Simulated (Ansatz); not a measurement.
# A relaxation, step by step

GeH$_{3}$F, closed shell, PBE0-D4/def2-TZVP (Ansatz 0.2.0). Settings:

```yaml
hamiltonian: {xc: pbe0, dispersion: d4}
relax: {f_tol: 0.005, max_steps: 200}
```

Start, a step off a saddle point along its unstable mode:

```
5
angstrom
Ge -0.8871 -0.2869 0.3999
F 0.3441 -1.1975 -0.6177
H 0.3237 0.4221 -0.7426
H 0.0772 1.0007 -0.6199
H 0.1420 0.0617 1.5803
```

```csv
step,energy less the last (meV),largest force component (eV/Å)
1,1053.9,6.562
2,368.1,0.856
3,152.8,0.852
4 (rejected trial),168.4,1.368
5,100.9,0.325
6,64.2,0.153
7,54.1,0.111
8,41.6,0.295
9,41.1,0.397
10 (rejected trial),145.4,1.919
11,28.3,0.076
12,20.3,0.181
13 (rejected trial),68.0,1.511
14,14.0,0.264
15,7.2,0.274
16,1.5,0.078
17,1.0,0.073
18,0.1,0.020
19,0.0,0.006
20,0.0,0.003
```

Step 7, positions (Å) and forces (eV/Å):

| atom | x | y | z | Fx | Fy | Fz |
| --- | --- | --- | --- | --- | --- | --- |
| Ge1 | -0.950 | -0.589 | 0.534 | 0.037 | 0.066 | 0.013 |
| F2 | 0.199 | -1.561 | -0.381 | 0.010 | -0.111 | 0.032 |
| H3 | 0.556 | 0.835 | -0.936 | -0.016 | 0.055 | 0.014 |
| H4 | 0.057 | 1.386 | -0.823 | -0.006 | 0.028 | -0.012 |
| H5 | 0.137 | -0.071 | 1.607 | -0.025 | -0.038 | -0.047 |

Step 15, positions (Å) and forces (eV/Å):

| atom | x | y | z | Fx | Fy | Fz |
| --- | --- | --- | --- | --- | --- | --- |
| Ge1 | -0.898 | -0.491 | 0.427 | 0.078 | -0.009 | -0.005 |
| F2 | 0.091 | -1.738 | -0.333 | -0.042 | 0.015 | 0.005 |
| H3 | 0.620 | 1.081 | -0.608 | -0.274 | 0.047 | -0.078 |
| H4 | -0.058 | 1.190 | -0.953 | 0.255 | -0.057 | 0.095 |
| H5 | 0.245 | -0.042 | 1.467 | -0.016 | 0.004 | -0.017 |

Step 16, positions (Å) and forces (eV/Å):

```csv
atom,x,y,z,Fx,Fy,Fz
Ge1,-0.878,-0.454,0.408,-0.078,-0.035,0.008
F2,0.071,-1.729,-0.353,0.015,-0.016,-0.015
H3,0.567,1.109,-0.512,-0.004,-0.008,-0.001
H4,-0.035,1.096,-0.981,0.028,0.025,-0.002
H5,0.275,-0.022,1.438,0.039,0.033,0.010
```

Last step (20):

```xyz
5
angstrom
Ge -0.8884 -0.4755 0.4192
F 0.0678 -1.7420 -0.3480
H 0.5626 1.1092 -0.5042
H -0.0213 1.1217 -0.9927
H 0.2794 -0.0135 1.4257
```

Hardware: 2 CPU threads of an Intel Xeon 6975P-C, shared host. Wall time about 13 s.
